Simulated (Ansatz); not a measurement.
System: GeBr, charge 0, doublet. GeBr (SMILES [Ge][Br], doublet).
B3LYP-D3(BJ)/def2-TZVP minimum from Ansatz (a first-principles code):
```xyz
2

Ge     0.0000     0.0000    -1.2291
Br     0.0000     0.0000     1.1237
```
Charge 0, spin multiplicity 2.

Total energies in cc-pVQZ, 11 correlated electrons, 28 frozen orbitals. Radicals and triplets start from unrestricted determinants; spin-orbit coupling is neglected. Correlated methods leave the cores frozen (noble-gas shells, and filled d and f shells in the p block). No relativity. Spin-orbit terms, left out, reach several kcal/mol for Br and I, and more for heavier atoms.

```csv
method,program,energy (Eh),minus CCSDT(Q) (mEh)
HF,Ansatz,-4647.89812,288.55
MP2,Ansatz,-4648.14759,39.08
CCSD,Ansatz,-4648.17185,14.82
CCSD(T),Ansatz,-4648.18500,1.67
CCSDT(Q),Ansatz,-4648.18667,0.00
```

Rough core times of Ansatz's runs on a shared machine: CCSD(T) 60 s, CCSDT(Q) 20 min.
